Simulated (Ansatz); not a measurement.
Species: furan-2-ol, C4H4O2, charge 0, multiplicity 1. SMILES: c1(O)occc1
Structure (B3LYP-D3(BJ)/def2-TZVP (Ansatz, an electronic-structure program) minimum search):
```
C
O 1 1.3411
H 2 0.9655 1 108.98
O 1 1.3517 2 116.95 3 0.00
C 1 1.3553 2 131.44 3 -180.00
H 5 1.0750 1 126.56 2 0.00
C 4 1.3834 1 106.55 2 -180.00
C 7 1.3506 4 109.43 1 0.00
H 7 1.0737 8 134.83 5 -180.00
H 8 1.0769 7 126.02 9 0.00
```
Charge 0, spin multiplicity 1.

Property: vertical ionisation energy (to the doublet state of charge +1; each state is the SCF solution reached for its spin; the UHF <S^2> is 0.86 for the doublet (pure: 0.75)), in eV. Valence correlation only, unless marked. Open shells are spin-unrestricted. No spin-orbit coupling. No relativistic terms. Basis-set limits of correlation are two-point, X^-3; Hartree-Fock from the larger set. The bracket is a focal-point correction in the basis named.

```tsv
level	program	vertical ionisation energy (eV)
HF/aug-cc-pVDZ	Ansatz	7.01
HF/aug-cc-pVQZ	Ansatz	7.00
SVWN5/def2-TZVPD	Ansatz	8.39
PBE/def2-TZVPD	Ansatz	8.11
r2SCAN/def2-TZVPD	Ansatz	8.05
B3LYP/def2-TZVPD	Ansatz	8.20
PBE0/def2-TZVPD	Ansatz	8.16
```

Problem. Predict the RI-MP2/CBS(aug-cc-pVTZ,aug-cc-pVQZ)+[CCSD(T)-MP2]/aug-cc-pVTZ result (Ansatz).

Solution. 8.46 eV, so PBE0/def2-TZVPD differs from it by -0.30 eV.
